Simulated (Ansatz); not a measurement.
Nudged elastic band run: CH7ClFNSi2

input.yaml

```yaml
crystal:
  periodic: [false, false, false]
  atoms:
    - { symbol: "N", position_ang: [-1.03489, -1.257897, 1.026666] }
    - { symbol: Si, position_ang: [-0.015854, 0.090543, 0.666526] }
    - { symbol: Si, position_ang: [1.827725, -0.675996, -0.572398] }
    - { symbol: C, position_ang: [-0.862598, 1.433338, -0.428142] }
    - { symbol: F, position_ang: [-1.027654, 0.939186, -1.701504] }
    - { symbol: Cl, position_ang: [-2.486799, 1.838545, 0.271993] }
    - { symbol: H, position_ang: [-1.206431, -1.951426, 0.304402] }
    - { symbol: H, position_ang: [-1.876165, -1.104047, 1.577595] }
    - { symbol: H, position_ang: [0.353834, 0.789938, 1.929555] }
    - { symbol: H, position_ang: [2.56637, 0.481327, -1.159488] }
    - { symbol: H, position_ang: [1.341886, -1.547025, -1.683357] }
    - { symbol: H, position_ang: [2.764639, -1.463389, 0.281683] }
    - { symbol: H, position_ang: [-0.323663, 2.3923, -0.498731] }
basis:
  gaussian: { orbitals: def2-SVP }
hamiltonian:
  xc: b3lyp
  dispersion: d4
neb:
  order_check: false
  images: 5
  f_tol: 0.03
  max_iterations: 60
  initial_path: idpp
  final_atoms:
    - { symbol: "N", position_ang: [-1.14375541, -1.17852566, 0.87272551] }
    - { symbol: Si, position_ang: [-0.03419481, 0.11562046, 0.61474314] }
    - { symbol: Si, position_ang: [1.84342385, -0.68733963, -0.54748912] }
    - { symbol: C, position_ang: [-0.9065128, 1.40770114, -0.5079032] }
    - { symbol: F, position_ang: [-1.02935846, 0.94060781, -1.78891765] }
    - { symbol: Cl, position_ang: [-2.55953009, 1.75588429, 0.16933913] }
    - { symbol: H, position_ang: [-2.07367776, -0.99001527, 1.23611619] }
    - { symbol: H, position_ang: [-0.83087876, -2.11767391, 1.09145156] }
    - { symbol: H, position_ang: [0.38044941, 0.90571208, 1.8204942] }
    - { symbol: H, position_ang: [2.75229856, 0.45297779, -0.87229967] }
    - { symbol: H, position_ang: [1.42075488, -1.3507439, -1.81409527] }
    - { symbol: H, position_ang: [2.59948063, -1.67386538, 0.28274754] }
    - { symbol: H, position_ang: [-0.39809923, 2.38505717, -0.54211236] }
```

Launched with:

```bash
$ ansatz run input.yaml --threads 2 --pin off --max-ram 3072MiB --backend cpu --events-out ev --progress --plain --runs-dir out
```

Output, in part (warnings, iteration lines, the closing report on the highest movable image, with atoms numbered from 0):

```
NEB end point (image 0): max|allowed force component| = 1.187e-2 eV/Å (the criterion of neb.relax_end_points is 1.000e-2)
NEB end point (image 6): max|allowed force component| = 1.021e-2 eV/Å (the criterion of neb.relax_end_points is 1.000e-2)
NEB iter   1: max|band force component| = 6.861e-1 eV/Å  barrier→ = 0.1888 eV  barrier← = 0.1484 eV  Δτ_max = 0.1978 Å  (189 SCF iters)
NEB iter   2: max|band force component| = 5.025e-1 eV/Å  barrier→ = 0.1781 eV  barrier← = 0.1377 eV  Δτ_max = 0.0875 Å  (142 SCF iters)
NEB iter   3: max|band force component| = 2.888e-1 eV/Å  barrier→ = 0.1342 eV  barrier← = 0.0938 eV  CI = image 3  Δτ_max = 0.0508 Å  (144 SCF iters)
NEB iter   4: max|band force component| = 2.258e-1 eV/Å  barrier→ = 0.1305 eV  barrier← = 0.0901 eV  CI = image 3  Δτ_max = 0.0247 Å  (143 SCF iters)
NEB iter   5: max|band force component| = 1.403e-1 eV/Å  barrier→ = 0.1269 eV  barrier← = 0.0865 eV  CI = image 3  Δτ_max = 0.0293 Å  (139 SCF iters)
NEB iter   6: max|band force component| = 4.286e-2 eV/Å  barrier→ = 0.1264 eV  barrier← = 0.0860 eV  CI = image 3  Δτ_max = 0.0131 Å  (140 SCF iters)
NEB iter   7: max|band force component| = 4.023e-2 eV/Å  barrier→ = 0.1260 eV  barrier← = 0.0856 eV  CI = image 3  Δτ_max = 0.0242 Å  (125 SCF iters)
NEB iter   8: max|band force component| = 4.653e-2 eV/Å  barrier→ = 0.1255 eV  barrier← = 0.0851 eV  CI = image 3  Δτ_max = 0.0121 Å  (141 SCF iters)
NEB iter   9: max|band force component| = 2.954e-2 eV/Å  barrier→ = 0.1254 eV  barrier← = 0.0850 eV  CI = image 3  Δτ_max = 0.0121 Å  (228 SCF iters)
NEB iter  10: max|band force component| = 2.892e-2 eV/Å  barrier→ = 0.1254 eV  barrier← = 0.0850 eV  CI = image 3  Δτ_max = 0.0000 Å  (57 SCF iters)
Total energy: -33625.09649912 eV, -1235.6995044338 hartree
Atom 0 at    -1.159820    -1.184805     0.962243 Å, force    -0.010786     0.001556    -0.001490 eV/Å
Atom 1 at    -0.054219     0.105127     0.628206 Å, force     0.010002     0.000998     0.019120 eV/Å
Atom 2 at     1.917712    -0.651300    -0.413932 Å, force    -0.006098     0.011374    -0.001432 eV/Å
Atom 3 at    -0.868020     1.305133    -0.642013 Å, force     0.003473    -0.009162    -0.012814 eV/Å
Atom 4 at    -0.850831     0.725400    -1.890088 Å, force    -0.001583     0.001664     0.001787 eV/Å
Atom 5 at    -2.581017     1.671202    -0.185956 Å, force     0.000429    -0.003753     0.003770 eV/Å
Atom 6 at    -2.021899    -1.235026     0.426752 Å, force     0.001267    -0.001520    -0.001504 eV/Å
Atom 7 at    -1.309127    -1.497398     1.915575 Å, force     0.001996     0.001111    -0.001909 eV/Å
Atom 8 at     0.260093     0.900585     1.854846 Å, force    -0.002290     0.003067     0.000710 eV/Å
Atom 9 at     2.747321     0.504308    -0.875250 Å, force     0.000387    -0.002585    -0.009481 eV/Å
Atom 10 at     1.567731    -1.498901    -1.590178 Å, force     0.009464     0.000099    -0.003217 eV/Å
Atom 11 at     2.737148    -1.461612     0.537534 Å, force    -0.009216    -0.003601     0.002155 eV/Å
Atom 12 at    -0.364672     2.282685    -0.712937 Å, force     0.002955     0.000752     0.004305 eV/Å
Dipole moment:    -0.013989    -0.013953     0.346772 e Å
```

The forces met the threshold. The band force fell under the threshold earlier too, but the program's further tests of the path sent the band on. A vibrational analysis at the climbing image gives one clearly imaginary mode, 264i cm⁻¹: a first-order saddle point.

Final band (atoms are numbered from 1 in the order of the input):

```csv
image,path coordinate (Å),energy (eV),height of N1 over the plane of its neighbours (Å)
0,0.00,0.000,-0.24
1,0.53,0.026,-0.24
2,1.06,0.089,-0.22
3,1.58,0.125,-0.22
4,2.06,0.097,-0.24
5,2.53,0.055,-0.22
6,3.01,0.040,-0.16
```

Time of the run: 90 s on 2 threads of AMD EPYC 9R45 96-Core Processor (Zen 5), on a shared host, peak memory 0.37 GiB.
